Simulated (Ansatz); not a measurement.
Te$_{2}$, multiplicity 3 (the spin of the measured ground state), most abundant isotopes (129.9062 and 129.9062 u). Constants from fifth-degree fits in 1/R to seven points on the lowest solution found; no spin–orbit coupling, no relativity up to Kr; ω_e x_e and α_e move by some per cent with the fit.

Correlated levels freeze the inner cores; with def2 sets outer-core shells near the valence are correlated too.

Codes used: Ansatz (a first-principles code).  In def2 rows elements past Kr take small-core potentials, without spin–orbit coupling.

Total energies (hartree; each atom in its lowest state at that level) and vibrational constants (cm⁻¹):

```json
[
 {"level": "PBE/def2-TZVPP", "E(Te2) at r_e": "-536.071116", "E(Te)": "-267.973098", "ω_e": "245", "ω_e x_e": "0.43"},
 {"level": "B3LYP/def2-TZVPP", "E(Te2) at r_e": "-536.257376", "E(Te)": "-268.073869", "ω_e": "249", "ω_e x_e": "0.42"},
 {"level": "wB97M-V/def2-TZVPP", "E(Te2) at r_e": "-536.016255", "E(Te)": "-267.959266", "ω_e": "277", "ω_e x_e": "0.38"},
 {"level": "CCSD(T)/def2-QZVPP", "E(Te2) at r_e": "-535.202953", "E(Te)": "-267.546964", "ω_e": "259", "ω_e x_e": "0.44"}
]
```

Q: Work out D_e and D₀ in eV.

A: 
D_e = E(Te) + E(Te) − E(molecule), times 27.2114 eV; D₀ = D_e − (ω_e/2 − ω_e x_e/4)/8065.54.
- PBE/def2-TZVPP: D_e = 3.399, zero point 0.015, D₀ = 3.384 eV
- B3LYP/def2-TZVPP: D_e = 2.983, zero point 0.015, D₀ = 2.968 eV
- wB97M-V/def2-TZVPP: D_e = 2.659, zero point 0.017, D₀ = 2.642 eV
- CCSD(T)/def2-QZVPP: D_e = 2.967, zero point 0.016, D₀ = 2.951 eV
No counterpoise correction is made.
